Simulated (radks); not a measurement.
These are the eigenvalues of the occupied orbitals of an atom or ion with whole-number occupations (hartree). Method: non-relativistic Kohn-Sham, PBE, spin-polarised, spherical densities, point nucleus; computed with a radial shooting solver on a logarithmic mesh with Libxc functionals.

| orbital | eigenvalue |
|---|---|
| 1s up | -1415.351 |
| 1s down | -1415.346 |
| 2s up | -226.6499 |
| 2s down | -226.6269 |
| 2p up | -214.7961 |
| 2p down | -214.7779 |
| 3s up | -54.77127 |
| 3s down | -54.75775 |
| 3p up | -49.65194 |
| 3p down | -49.63736 |
| 3d up | -40.12702 |
| 3d down | -40.10715 |
| 4s up | -16.78518 |
| 4s down | -16.72253 |
| 4p up | -14.84453 |
| 4p down | -14.78122 |
| 4d up | -11.42110 |
| 4d down | -11.35596 |
| 5s up | -7.33759 |

Which element is it, and in what charge state? The configuration may be excited. Open shells, if any, are filled with parallel spins first.

Answer. Z = 58, cerium, charge +12: Ce12+ in [Kr] 4d9 5s1. The list shows which subshells hold electrons but not how many an open one holds; the 1s level, -1415.4 hartree, gives Z - s = 53.2 by -(Z - s)^2/2, which with screening narrows Z to a few neighbours, and the depths of the outer levels then fix element, charge and occupations together.
